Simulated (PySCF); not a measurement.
CH₆ClFOSi₂, SMILES O[C@H]([SiH3])[Si@@H](F)Cl.

Geometry optimised at B3LYP-D3(BJ)/def2-SVP. The structure was generated by enumeration; whether it is a known compound was not checked. The values are those of a single conformer.

Computed with B3LYP-D3(BJ)/def2-SVP (PySCF).

Frequencies are harmonic and unscaled.

### Question
Give all harmonic wavenumbers and intensities. (An estimate is asked for; the answer gives what the named calculation found.)

### Answer

```tsv
mode	ν (cm⁻¹)	IR (km/mol)	moving atoms (share of kinetic energy)
1	46	0.1	O 23 %, Si 23 %, Cl 21 %, F 17 %, H 15 %
2	108	1.6	Cl 31 %, Si 28 %, H 16 %, F 15 %
3	140	4.1	H 40 %, O 25 %, Si 11 %, F 9 %, Cl 9 %
4	161	2.8	H 55 %, O 24 %, Cl 11 %
5	189	2.3	O 35 %, F 33 %, Si 14 %, H 11 %
6	243	12.7	F 38 %, Si 19 %, Cl 18 %, O 14 %, H 9 %
7	294	12.7	Si 45 %, F 22 %, H 12 %, O 9 %
8	373	106.4	H 66 %, O 11 %, C 11 %, Si 9 %
9	423	29.0	H 51 %, Si 18 %, C 13 %, Cl 11 %
10	509	31.0	Si 41 %, H 26 %, Cl 13 %, C 11 %
11	550	41.8	Si 42 %, H 28 %, Cl 25 %
12	604	36.5	H 64 %, Si 17 %, C 11 %
13	688	9.9	H 66 %, C 25 %
14	774	87.5	H 60 %, C 28 %, Si 10 %
15	836	31.1	H 79 %, F 14 %
16	855	147.4	H 42 %, C 28 %, Si 21 %
17	911	367.7	H 40 %, Si 32 %, F 28 %
18	930	36.1	H 72 %, Si 17 %, F 9 %
19	947	43.5	H 95 %
20	951	37.8	H 95 %
21	1033	56.1	C 44 %, O 38 %, H 16 %
22	1065	57.3	H 61 %, C 30 %
23	1195	52.2	H 86 %, C 13 %
24	1380	51.5	H 85 %
25	2213	78.5	H 97 %
26	2234	74.2	H 97 %
27	2247	98.3	H 96 %
28	2284	107.5	H 97 %
29	3035	3.0	H 92 %
30	3764	46.2	H 94 %
```
